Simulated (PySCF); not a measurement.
NbF4, SMILES [F][Nb+]([F])([F])[F], charge +1, multiplicity 1.

Geometry optimised at PBE0-D3(BJ)/def2-SVP. The multiplicity is an assumed one; other spin states were not compared. The isomer is the one that the SMILES or the coordinates give; other isomers of the formula were not compared. The def2 effective core potentials stand for the cores of Nb; spin–orbit coupling is left out.

Computed with PBE/def2-TZVPD (PySCF).

Symmetry labels are those of the subgroup D2 that the program uses (full group Td).

Computed valence orbital energies around the gap with their symmetry:
| orbital | symmetry | energy (eV) |
|---|---|---|
| HOMO−7 | A | -19.13 |
| HOMO−6 | A | -18.54 |
| HOMO−5 | B1 | -17.67 |
| HOMO−4 | B2 | -17.67 |
| HOMO−3 | B3 | -17.67 |
| HOMO−2 | B1 | -17.60 |
| HOMO−1 | B2 | -17.60 |
| HOMO | B3 | -17.60 |
| LUMO | A | -10.67 |
| LUMO+1 | A | -10.67 |
| LUMO+2 | B1 | -8.78 |
| LUMO+3 | B2 | -8.78 |
